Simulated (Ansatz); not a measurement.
`[SiH3][O][InH][O][SiH3]`, charge 0, multiplicity 1.

(1) Give a relaxed structure at PBE0-D4/def2-TZVP (Ansatz 0.2.0). (Estimate.)

Answers

(1) Computed: 
```xyz
12

Si   -0.526    1.036   -1.780
O     0.758    0.034   -1.723
In    1.787   -1.014   -0.412
O     0.893   -0.974    1.342
Si   -0.497   -0.456    2.015
H    -1.790    0.278   -1.988
H    -0.352    1.988   -2.910
H    -0.662    1.824   -0.520
H     3.221   -1.827   -0.742
H    -0.828   -1.322    3.179
H    -0.374    0.950    2.490
H    -1.631   -0.519    1.048
```
Point group C2.
This is one stationary point; other conformers may exist.
